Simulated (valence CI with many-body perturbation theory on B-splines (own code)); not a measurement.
Mg V: electric-dipole lines

Method: configuration interaction combined with many-body perturbation theory (CI+MBPT): six valence electrons over a frozen Dirac-Fock core [He], radial functions for each j: 9 s, 9 p, 8 d, 6 f, 3 g, 1 h, with the one-electron correlation potential Σ1, the two-electron term Σ2, the three-electron term Σ3, Breit, model QED; selected CI, second order for the rest, scaled by the run's own slope (own B-spline code, finite nucleus).

Set against measurement, 18 paired levels are off by 220 cm⁻¹ on average, the worst by 554. These come from a selection out of NIST levels in Kelleher and Podobedova, J. Phys. Chem. Ref. Data 37, 267 (2008). Levels without a partner in it may be off by more. Among the levels kept, up to 1400 cm⁻¹ of a level comes from second order outside the variational space, and about a tenth of that is noise between levels of different J, which matters for small intervals.

Lines 51 to 100 of 161 in falling wavelength, among levels below 815670 cm⁻¹, chosen from the strongest by gf and those to the six lowest levels. Wavelengths and rates use the calculated energies, so an error of 200 cm⁻¹ moves a line at 48.24 nm by 0.096 % and its rate by three times that or more. Electric multipoles are in the length gauge, E1 and E2 with the static RPA response of the core. Weak lines are less certain than strong ones. Lines between different terms over intervals too small for the method are left out, as are lines whose strength nearly cancels. The highest levels of a list are the least certain.

Letters in brackets count levels of one name in rising energy.

| λ vac (nm) | λ from measured levels | Upper | Lower | A (s⁻¹) | S (a.u.) with core polarisation | S without |
| --- | --- | --- | --- | --- | --- | --- |
| 158.0 |  | 2s²2p³3p ³F_4 | 2s²2p³3s ³D°_3 | 5.31e+08 | 9.30e+00 | 9.30e+00 |
| 157.8 |  | 2s²2p³3p ⁵P_3 | 2s²2p³3s ⁵S°_2 | 5.07e+08 | 6.89e+00 | 6.89e+00 |
| 152.1 |  | 2s²2p³3p ¹F_3 | 2s²2p³3s ³D°_2 | 3.14e+06 | 3.82e-02 | 3.82e-02 |
| 129.3 |  | 2s²2p³3p ³P_2 [a] | 2s²2p³3s ⁵S°_2 | 6.10e+05 | 3.25e-03 | 3.25e-03 |
| 126.2 |  | 2s²2p³3d ⁵D°_4 | 2s²2p³3p ⁵P_3 | 1.24e+09 | 1.11e+01 | 1.11e+01 |
| 126.1 |  | 2s²2p³3d ⁵D°_3 | 2s²2p³3p ⁵P_3 | 4.14e+08 | 2.87e+00 | 2.87e+00 |
| 126.1 |  | 2s²2p³3d ⁵D°_2 | 2s²2p³3p ⁵P_3 | 8.28e+07 | 4.10e-01 | 4.10e-01 |
| 126.0 |  | 2s²2p³3p ³P_2 [b] | 2s²2p³3s ³D°_1 | 1.02e+07 | 5.02e-02 | 5.02e-02 |
| 125.9 |  | 2s²2p³3p ³P_1 [b] | 2s²2p³3s ³D°_1 | 2.52e+08 | 7.45e-01 | 7.45e-01 |
| 125.9 |  | 2s²2p³3p ³P_2 [b] | 2s²2p³3s ³D°_2 | 1.55e+08 | 7.63e-01 | 7.64e-01 |
| 125.9 |  | 2s²2p³3p ³P_1 [b] | 2s²2p³3s ³D°_2 | 7.29e+08 | 2.15e+00 | 2.15e+00 |
| 125.9 |  | 2s²2p³3p ³P_2 [b] | 2s²2p³3s ³D°_3 | 8.27e+08 | 4.07e+00 | 4.07e+00 |
| 125.8 |  | 2s²2p³3d ⁵D°_3 | 2s²2p³3p ⁵P_2 | 8.35e+08 | 5.74e+00 | 5.74e+00 |
| 125.8 |  | 2s²2p³3d ⁵D°_2 | 2s²2p³3p ⁵P_2 | 7.30e+08 | 3.59e+00 | 3.59e+00 |
| 125.8 |  | 2s²2p³3d ⁵D°_1 | 2s²2p³3p ⁵P_2 | 3.12e+08 | 9.21e-01 | 9.21e-01 |
| 125.8 |  | 2s²2p³3p ³P_0 [b] | 2s²2p³3s ³D°_1 | 9.95e+08 | 9.77e-01 | 9.77e-01 |
| 125.6 |  | 2s²2p³3d ⁵D°_0 | 2s²2p³3p ⁵P_1 | 1.25e+09 | 1.22e+00 | 1.22e+00 |
| 125.6 |  | 2s²2p³3d ⁵D°_2 | 2s²2p³3p ⁵P_1 | 4.40e+08 | 2.15e+00 | 2.15e+00 |
| 125.6 |  | 2s²2p³3d ⁵D°_1 | 2s²2p³3p ⁵P_1 | 9.41e+08 | 2.76e+00 | 2.76e+00 |
| 114.9 |  | 2s²2p³3p ³S_1 | 2s²2p³3s ³D°_1 | 4.03e+06 | 9.06e-03 | 9.06e-03 |
| 114.9 |  | 2s²2p³3p ³S_1 | 2s²2p³3s ³D°_2 | 1.16e+07 | 2.60e-02 | 2.60e-02 |
| 81.41 |  | 2s²2p³3p ³P_2 [b] | 2s²2p³3s ³S°_1 | 4.25e+08 | 5.66e-01 | 5.66e-01 |
| 81.39 |  | 2s²2p³3p ³P_1 [b] | 2s²2p³3s ³S°_1 | 3.87e+08 | 3.09e-01 | 3.09e-01 |
| 81.32 |  | 2s²2p³3p ³P_0 [b] | 2s²2p³3s ³S°_1 | 3.86e+08 | 1.02e-01 | 1.02e-01 |
| 76.64 |  | 2s²2p³3p ³S_1 | 2s²2p³3s ³S°_1 | 9.81e+06 | 6.54e-03 | 6.54e-03 |
| 48.24 | 48.18 | 2s2p⁵ ³P°_1 | 2s²2p⁴ ¹S_0 | 5.90e+05 | 9.81e-05 | 9.87e-05 |
| 40.46 | 40.44 | 2s2p⁵ ³P°_2 | 2s²2p⁴ ¹D_2 | 3.98e+06 | 6.50e-04 | 6.53e-04 |
| 40.19 | 40.18 | 2s2p⁵ ³P°_1 | 2s²2p⁴ ¹D_2 | 3.18e+05 | 3.06e-05 | 3.07e-05 |
| 37.70 | 37.67 | 2p⁶ ¹S_0 | 2s2p⁵ ¹P°_1 | 2.24e+10 | 5.93e-01 | 5.96e-01 |
| 35.52 | 35.53 | 2s2p⁵ ³P°_2 | 2s²2p⁴ ³P_1 | 2.06e+09 | 2.28e-01 | 2.30e-01 |
| 35.41 | 35.42 | 2s2p⁵ ³P°_1 | 2s²2p⁴ ³P_0 | 2.77e+09 | 1.82e-01 | 1.83e-01 |
| 35.32 | 35.33 | 2s2p⁵ ³P°_1 | 2s²2p⁴ ³P_1 | 2.10e+09 | 1.37e-01 | 1.38e-01 |
| 35.30 | 35.31 | 2s2p⁵ ³P°_2 | 2s²2p⁴ ³P_2 | 6.32e+09 | 6.86e-01 | 6.90e-01 |
| 35.21 | 35.22 | 2s2p⁵ ³P°_0 | 2s²2p⁴ ³P_1 | 8.49e+09 | 1.83e-01 | 1.84e-01 |
| 35.10 | 35.11 | 2s2p⁵ ³P°_1 | 2s²2p⁴ ³P_2 | 3.58e+09 | 2.29e-01 | 2.31e-01 |
| 31.23 | 31.23 | 2s2p⁵ ¹P°_1 | 2s²2p⁴ ¹S_0 | 1.85e+09 | 8.36e-02 | 8.41e-02 |
| 27.64 | 27.66 | 2s2p⁵ ¹P°_1 | 2s²2p⁴ ¹D_2 | 3.13e+10 | 9.80e-01 | 9.86e-01 |
| 25.92 |  | 2s²2p³3p ¹P_1 | 2s2p⁵ ¹P°_1 | 1.89e+08 | 4.88e-03 | 4.87e-03 |
| 25.76 |  | 2s²2p³3p ³D_1 | 2s2p⁵ ¹P°_1 | 2.02e+07 | 5.13e-04 | 5.12e-04 |
| 25.30 | 25.32 | 2s2p⁵ ¹P°_1 | 2s²2p⁴ ³P_0 | 1.19e+06 | 2.86e-05 | 2.88e-05 |
| 25.25 | 25.27 | 2s2p⁵ ¹P°_1 | 2s²2p⁴ ³P_1 | 6.55e+05 | 1.56e-05 | 1.57e-05 |
| 25.14 | 25.16 | 2s2p⁵ ¹P°_1 | 2s²2p⁴ ³P_2 | 3.11e+07 | 7.31e-04 | 7.35e-04 |
| 22.32 |  | 2s²2p³3p ⁵P_1 | 2s2p⁵ ³P°_2 | 1.25e+05 | 2.07e-06 | 2.06e-06 |
| 22.32 |  | 2s²2p³3p ⁵P_2 | 2s2p⁵ ³P°_2 | 3.35e+03 | 9.20e-08 | 9.07e-08 |
| 22.31 |  | 2s²2p³3p ⁵P_3 | 2s2p⁵ ³P°_2 | 6.36e+04 | 2.44e-06 | 2.44e-06 |
| 21.63 |  | 2s²2p³3p ³P_1 [a] | 2s2p⁵ ³P°_2 | 1.37e+07 | 2.06e-04 | 2.05e-04 |
| 21.63 |  | 2s²2p³3p ³P_2 [a] | 2s2p⁵ ³P°_2 | 2.05e+07 | 5.12e-04 | 5.11e-04 |
| 19.99 |  | 2s²2p³3p ³D_1 | 2s2p⁵ ³P°_0 | 3.52e+07 | 4.17e-04 | 4.15e-04 |
| 19.98 |  | 2s²2p³3p ¹P_1 | 2s2p⁵ ³P°_2 | 2.44e+05 | 2.88e-06 | 2.88e-06 |
| 19.96 |  | 2s²2p³3p ³D_2 | 2s2p⁵ ³P°_1 | 5.11e+07 | 1.00e-03 | 9.99e-04 |
